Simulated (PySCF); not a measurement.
What does the GFN2-xTB structure of `N#Cc1ccn([SiH3])c1` look like in three dimensions?

```
atom  x, y, z in Å
N1    -3.379    2.216    0.680
C2    -2.505    1.510    0.443
C3    -1.443    0.646    0.149
C4    -1.538   -0.629   -0.483
C5    -0.270   -1.107   -0.575
N6     0.612   -0.204   -0.038
Si7    2.352   -0.429    0.066
C8    -0.110    0.861    0.404
H9    -2.441   -1.101   -0.815
H10    0.087   -2.030   -0.986
H11    2.867    0.856    0.524
H12    2.597   -1.513    1.018
H13    2.804   -0.780   -1.279
H14    0.365    1.703    0.868
```

Any rigid rotation of these coordinates is as good. Atoms count from 1 in this order. The 3 C–N bonds span 1.148 Å (N1≡C2, drawn triple) to 1.372 Å (C5–N6, aromatic), a spread of 0.224 Å. The 4 C–C bonds span 1.358 Å (C4–C5, aromatic) to 1.426 Å (C3–C4, aromatic), a spread of 0.068 Å. Si7 (SiH3 silicon) is distorted tetrahedral (angles from 104.8° to 113.1°). The 8 heavy atoms lie in one plane (0.004 Å rms).

Bonds between heavy atoms (Å): N1≡C2 1.148, C2–C3 1.400, C3–C4 1.426, C4–C5 1.358, C5–N6 1.372, N6–Si7 1.758, N6–C8 1.360, C3–C8 1.374.

Structure optimised with GFN2-xTB, isolated species.

Point group: near Cs, missed by 0.32 Å at most; the miss may be what the optimiser left on a soft mode. Whether it is a minimum is left open (no frequencies).

These are computed values.
